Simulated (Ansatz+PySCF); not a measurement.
The numbers below are computed, except where a source is named.
**CH3OH + HBr → CH3Br + H2O**

CH3OH (charge 0, multiplicity 1):
```json
{"atom": "C", "x (Å)": "0.0000", "y (Å)": "-0.0296", "z (Å)": "-0.6489"}
{"atom": "O", "x (Å)": "0.0000", "y (Å)": "-0.0656", "z (Å)": "0.7479"}
{"atom": "H", "x (Å)": "0.0000", "y (Å)": "-1.0687", "z (Å)": "-1.0110"}
{"atom": "H", "x (Å)": "-0.8949", "y (Å)": "0.4658", "z (Å)": "-1.0751"}
{"atom": "H", "x (Å)": "0.8949", "y (Å)": "0.4658", "z (Å)": "-1.0751"}
{"atom": "H", "x (Å)": "0.0000", "y (Å)": "0.8400", "z (Å)": "1.0713"}
```

HBr (charge 0, multiplicity 1):
```xyz
2

H     0.0000    0.0000   -1.3826
Br    0.0000    0.0000    0.0395
```

CH3Br (charge 0, multiplicity 1):
```yaml
atoms:
  - { symbol: C, position_ang: [0.0000, 0.0000, -1.5112] }
  - { symbol: Br, position_ang: [0.0000, 0.0000, 0.4183] }
  - { symbol: H, position_ang: [0.0000, -1.0395, -1.8580] }
  - { symbol: H, position_ang: [-0.9002, 0.5197, -1.8580] }
  - { symbol: H, position_ang: [0.9002, 0.5197, -1.8580] }
```

H2O (charge 0, multiplicity 1):
```json
{"atom": "O", "x (Å)": "0.0000", "y (Å)": "0.0000", "z (Å)": "-0.1197"}
{"atom": "H", "x (Å)": "0.0000", "y (Å)": "0.7542", "z (Å)": "0.4787"}
{"atom": "H", "x (Å)": "0.0000", "y (Å)": "-0.7542", "z (Å)": "0.4787"}
```

Shapes relaxed with PBE0/def2-SVP. Single points in def2-SVP with Ansatz (development build ahead of 0.2.0), no zero-point energy. Correlated methods freeze no orbital on H to Be, one on B to Mg, five on Al to Zn, nine on Ga to Sr.

```csv
method,reaction energy
CCSD (restricted),-3.76 kcal/mol
CCSD(T) (restricted),-3.94 kcal/mol
HF (restricted),-3.26 kcal/mol
PBE (restricted),-3.56 kcal/mol
PBE0 (restricted),-4.08 kcal/mol
r2SCAN (restricted),-4.44 kcal/mol
wB97X (restricted),-3.54 kcal/mol
```

Q: What does MP2 (restricted) give?

A: -5.50 kcal/mol.
